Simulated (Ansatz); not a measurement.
`CO[SiH2]SC` → `CS[SiH3]` + `C=O` at 400 K and 1 bar (β-hydride elimination).

Computed with Ansatz on PBE0-D4/def2-TZVP structures; ΔE is electronic, products minus reactants. CCSD(T)/CBS is the MP2 limit (def2-TZVPP, def2-QZVPP) plus CCSD(T) − MP2 in def2-TZVPP, frozen cores. This one scheme is used for every species. Each species was taken in one conformer, which may not be the lowest.

```csv
species,CCSD(T)/CBS energy (Eh),H − E (kJ/mol),S (J/(mol·K))
`CO[SiH2]SC`,-843.00374,298.5,419.8
`CS[SiH3]`,-728.52947,194.4,339.2
`C=O`,-114.39408,83.9,229.4
```

H − E and S are ideal-gas, rigid-rotor, harmonic terms from PBE0-D4/def2-TZVP, for one conformer and one mirror image of each species. 1 Eh = 2625.50 kJ/mol, R = 8.31446 J/(mol·K).

Problem. By hand: ΔE, ΔH, ΔS and ΔG.

Solution. ΔE = (-728.52947) + (-114.39408) − (-843.00374) = 0.08019 Eh = 210.5 kJ/mol. Δ(H − E) = 194.4 + 83.9 − 298.5 = -20.2, so ΔH = 190.3 kJ/mol. ΔS = 339.2 + 229.4 − 419.8 = 148.8 J/(mol·K). ΔG = 190.3 − 400 × (148.8)/1000 = 130.8 kJ/mol.

Problem. By hand: the equilibrium constant, and the temperature at which ΔG would vanish if ΔH and ΔS stayed fixed.

Solution. log₁₀ K = −ΔG/(RT ln 10) = -17.1. ΔG = 0 at ΔH/ΔS = 1279 K.

The number of gas molecules changes by +1, which sets the sign of ΔS. A doubt of 5 kJ/mol in ΔE shifts log₁₀ K by 0.7 here. Other conformers and mirror images would add mixing entropy, several J/(mol·K) or more a flexible species. Modes under 60 cm⁻¹, often nearly free rotors, make the harmonic entropy too high. These are equilibria of isolated gas molecules and say nothing of rates. Largest T1 diagnostic: 0.015 (customary marks: 0.02 for closed shells, 0.045 for open ones).
